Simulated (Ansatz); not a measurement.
`BB1N[SiH2]O1` → `O[SiH]1BNB1`  (isomerisation)

Program: Ansatz. Geometries: PBE0-D4/def2-TZVP. ΔE: electronic, gas phase. CCSD(T)/CBS is the MP2 limit (def2-TZVPP, def2-QZVPP) plus CCSD(T) − MP2 in def2-TZVPP, frozen cores. Functionals use def2-TZVPP. Each species was taken in one conformer, which may not be the lowest.

`BB1N[SiH2]O1`:

Cartesian coordinates in Å:
```
B 0.326 0.995 1.857
B 0.008 0.159 0.432
N 0.540 0.280 -0.897
Si -0.523 -1.017 -1.297
O -0.927 -0.899 0.322
H -0.283 1.981 2.161
H 1.175 0.639 2.623
H 1.225 0.889 -1.299
H -1.640 -0.716 -2.226
H 0.098 -2.310 -1.675
```

`O[SiH]1BNB1`:

Z-matrix (Å, degrees):
```
Si
B 1 2.012
O 1 1.654 2 124.5
B 1 2.014 2 68.2 3 -118.5
H 1 1.493 2 111.9 3 135.9
N 2 1.431 1 90.4 3 135.4
H 2 1.195 1 145.8 3 -36.3
H 3 0.957 1 117.1 2 142.3
H 4 1.195 1 145.9 2 154.8
H 6 1.012 2 126.6 1 174.6
```

| level | ΔE (eV) |
| --- | --- |
| LDA (SPW92) | 0.36 |
| MP2/def2-QZVPP | 0.72 |

Question: What does CCSD(T)/CBS give? (Estimate.)

Answer: Ansatz gave: +0.67 eV. The listed levels differ from it by -0.31, 0.05 eV.

Largest T1 diagnostic among the species: 0.014.

From PBE to PBE0 (25 % exact exchange), in def2-TZVPP and without D4, ΔE moves by +0.11 eV. Leaving LDA and LC-ωPBE aside and taking each functional with its dispersion term where it has one, the values, not all of them listed here, spread over 0.38 eV, from PBE-D4 to BHLYP-D4. LDA lies −0.06 eV from PBE without D4.
